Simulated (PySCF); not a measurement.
Computed shifts of a molecule C₅H₁₆Si₂, KT2/pcSseg-1 (PySCF), GIAO, gas phase, equivalent atoms averaged, in ppm (number of nuclei): ²⁹Si: -16.5 (1), -41.4 (1). ¹³C: 0.9 (2), -0.4 (1), -3.6 (2). ¹H: 4.31 (1), 0.48 (6), 0.44 (9). References: ²⁹Si against TMS (σ = 361.9 ppm); ¹³C against TMS (σ = 185.1 ppm); ¹H against TMS (σ = 31.47 ppm), references at their B3LYP-D3(BJ)/def2-TZVP geometries, non-relativistic. Geometry: B3LYP-D3(BJ)/def2-SVP. Other conformers were not sampled.

Question: Identify the compound among the candidates.
A. CC[C@H](C)C[SiH2][SiH3]
B. CC[C@@H](C)C([SiH3])[SiH3]
C. C[SiH2]C[Si](C)(C)C
D. C[SiH](C)[Si](C)(C)C

Answer: D, C[SiH](C)[Si](C)(C)C
